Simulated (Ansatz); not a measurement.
System: 1,1,1,2,2,2-hexafluoroethane, C2F6, charge 0, multiplicity 1. 
Geometry from a B3LYP-D3(BJ)/def2-TZVP (Ansatz, a first-principles code) optimisation:
SMILES: FC(F)(F)C(F)(F)F
```xyz
8

F     -1.4128     0.5032    -0.9145
C     -0.7531    -0.1907     0.0136
F     -1.2685     0.0845     1.2122
F     -0.8949    -1.4935    -0.2333
C      0.7531     0.1907    -0.0136
F      0.8949     1.4935     0.2333
F      1.2685    -0.0845    -1.2122
F      1.4128    -0.5032     0.9145
```

Parts of the frozen-core correlation energy in cc-pVTZ (Ansatz, hartree). Frozen orbitals: 8; correlated occupied orbitals by spin: 25 and 25; virtual: 207 and 207. Spin-orbit coupling is left out. No relativistic terms.

```csv
term,value
reference (HF),-672.64162
MP2 opposite-spin,?
MP2 same-spin,?
CCSD correlation,-1.80402
(T),?
T1 diagnostic,0.012
largest doubles amplitude,0.031
```

**Question.** Complete the blanks.

**Answer.** 
- MP2 opposite-spin, value: -1.32183
- MP2 same-spin, value: -0.48215
- (T), value: -0.05903
